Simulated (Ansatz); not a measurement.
Two structures of CH₉AsSi, singlet, reached by relaxing down either side of one saddle point (PBE0-D4/def2-TZVP). Energies are electronic, without zero-point energy. Computed with Ansatz 0.2.0 (basis: def2-TZVPP and def2-QZVPP); correlated methods freeze the cores. Filled d shells of the heavier atoms are correlated. The def2 sets are not built for correlating such inner shells, so the correlated values are less sure here. Extrapolation: Hartree–Fock as exp(−7.88 √X), correlation as X^−2.97. First:

```
12
angstrom
Si -1.4571 0.5664 0.1332
C 0.1680 1.4899 0.1839
H -1.6663 -0.0645 -1.1986
H -1.4911 -0.5066 1.1639
H -2.5946 1.4915 0.3901
H 0.3694 -1.9617 -1.0985
As 1.5186 -2.6237 -0.3526
H 0.3221 1.9491 1.1629
H 1.0023 0.8125 -0.0105
H 0.1872 2.2808 -0.5691
H 1.1555 -1.9164 0.9447
H 2.4861 -1.5173 -0.7492
```

Second:

```json
{"atom": "Si1", "x (Å)": "-1.7371", "y (Å)": "-1.1547", "z (Å)": "-0.3170"}
{"atom": "C2", "x (Å)": "1.2568", "y (Å)": "1.8930", "z (Å)": "0.4160"}
{"atom": "H3", "x (Å)": "-2.4342", "y (Å)": "-1.2922", "z (Å)": "-1.6224"}
{"atom": "H4", "x (Å)": "-2.5954", "y (Å)": "-1.7362", "z (Å)": "0.7479"}
{"atom": "H5", "x (Å)": "-1.5176", "y (Å)": "0.2861", "z (Å)": "-0.0320"}
{"atom": "H6", "x (Å)": "1.5647", "y (Å)": "0.8574", "z (Å)": "0.2740"}
{"atom": "As7", "x (Å)": "0.2621", "y (Å)": "-2.4150", "z (Å)": "-0.4169"}
{"atom": "H8", "x (Å)": "0.6002", "y (Å)": "1.9599", "z (Å)": "1.2831"}
{"atom": "H9", "x (Å)": "2.1362", "y (Å)": "2.5166", "z (Å)": "0.5758"}
{"atom": "H10", "x (Å)": "0.7226", "y (Å)": "2.2365", "z (Å)": "-0.4695"}
{"atom": "H11", "x (Å)": "0.7986", "y (Å)": "-1.7765", "z (Å)": "0.8572"}
{"atom": "H12", "x (Å)": "0.9434", "y (Å)": "-1.3750", "z (Å)": "-1.2960"}
```

Which bonds change from the first to the second?

CH₆Si ([CH3][SiH3]) + AsH₃ → SiAsH₅ ([SiH3][AsH2]) + CH₄; bonds formed: Si1–As7, C2–H6; bonds broken: Si1–C2, H6–As7.

Give the saddle point's structure and its height above each. (Judge from chemistry; the value comes from the calculation.)

Computed: 67.49 kcal/mol above the first and 75.97 kcal/mol above the second (CCSD(T) at an estimated basis limit (MP2 extrapolated from triple and quadruple zeta, plus CCSD(T) − MP2 in triple zeta)).
```
12
angstrom
Si -1.2383 -0.0876 -0.0931
C 0.4357 1.2378 0.2347
H -1.5427 -0.4470 -1.4968
H -1.6832 -0.9316 1.0402
H -2.0319 1.1833 0.1076
H 0.4415 -0.0682 -0.0005
As 0.6268 -2.0992 -0.3462
H 0.0955 1.5965 1.2050
H 1.5223 1.0998 0.2618
H 0.1818 1.9236 -0.5727
H 1.4830 -1.9057 0.9044
H 1.7097 -1.5017 -1.2443
```

The T1 diagnostic stays at or below 0.012.

Labels in which every atom is bracketed show which atoms are joined, not bond orders.

For scale, one of the runs: CCSD(T)/def2-TZVPP, 247 basis functions, launched by `ansatz run in.yaml --threads 4 --pin off --events-out ev --progress --plain --max-ram 9574MiB`. Hardware: 4 CPU threads of an Intel Xeon, shared host. Wall time 2.7 min; peak host memory 4.9 GiB.
